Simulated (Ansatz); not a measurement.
The cluster Ni3, relaxed as a triplet with UKS PBE0-D4/def2-TZVP in Ansatz, starting from the PBE0-D4/def2-TZVP geometry of the neutral singlet. Force threshold 0.02 eV/Å.

The charge 0 triplet is spin-contaminated (final ⟨S²⟩ up to 2.93, 2.00 for a pure state). At PBE0-D4/def2-TZVP a quintet of charge 0 lies 0.10 eV below the triplet, each at its own geometry. The structure comes from a short search, and lower isomers may exist.

Start:

Cartesian coordinates in Å:
```
Ni -0.4766 -0.6713 -0.9722
Ni 1.2486 -0.0399 0.2503
Ni -0.7720 0.7113 0.7219
```

```csv
step,energy (eV),largest force component (eV/Å),SCF passes
1,-123110.1744,2.102,225
2,-123110.3438,1.238,93
3,-123110.4685,0.253,147
4,-123110.4712,0.172,76
5,-123110.4834,0.062,80
6,-123110.4846,0.007,71
7,-123110.4846,0.002,50
8,-123110.4846,0.000,48
```

Force components are those of the run's own axes.

End:

Cartesian coordinates in Å:
```
Ni -0.602 -0.731 -1.078
Ni 1.389 0.001 0.336
Ni -0.788 0.730 0.742
```

By distances, no bond broke or formed. The bond that changes most is Ni1–Ni2, from 2.21 to 2.55 Å (atoms count from 1).

The force fell under the threshold at step 6, but the optimiser went on. No frequencies were taken in this run, so the end may be a saddle point.

Run time 56 s (4 threads of Arm Neoverse V2 on a shared host), peak host memory 0.64 GiB.
